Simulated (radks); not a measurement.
Sm, 62 electrons, occupied as [Kr] 4d10 4f6 5s1 5p6 6s2 5f1 (not the ground configuration). Method: Dirac Kohn-Sham, Wu-Cohen GGA, spin-unpolarised, spherical densities, point nucleus; open shells fill j = l - 1/2 first; computed with a radial shooting solver on a logarithmic mesh with Libxc functionals.

Radial electron density D(r) = 4 pi r^2 rho(r):

```
   r/bohr * D(r) (the largest magnitude, 108, reaches the edge; | marks zero)
  0.00556 |                      *
  0.00663 |                          *
 0.007905 |                               *
 0.009427 |                                   *
  0.01124 |                                       *
   0.0134 |                                         *
  0.01598 |                                          *
  0.01906 |                                         *
  0.02273 |                                       *
   0.0271 |                                     *
  0.03232 |                                     *
  0.03853 |                                       *
  0.04595 |                                            *
  0.05479 |                                                  *
  0.06534 |                                                      *
  0.07791 |                                                     *
   0.0929 |                                                *
   0.1108 |                                           *
   0.1321 |                                        *
   0.1575 |                                            *
   0.1878 |                                               *
   0.2222 |                                             *
   0.2649 |                                    *
   0.3159 |                        *
   0.3767 |                   *
   0.4492 |                    *
   0.5357 |                      *
   0.6388 |                    *
   0.7617 |              *
   0.9083 |         *
    1.083 |      *
    1.291 |    *
     1.54 |   *
    1.836 |  *
     2.19 |*
    2.611 |*
    3.114 |*
    3.713 *
    4.427 *
    5.279 *
    6.295 *
    7.507 *
     8.88 *
    10.59 *
    12.63 *
    15.06 *
    17.95 *
    21.41 *
    25.53 *
    30.44 *
     36.3 *
```

D(r) has 5 maxima, at r = 0.0159, 0.0702, 0.195, 0.544, 16.7 bohr, and minima at 0.0306, 0.129, 0.392, 8.20 bohr, inside which lie 2.01, 11.18, 29.31, 61.04 electrons.
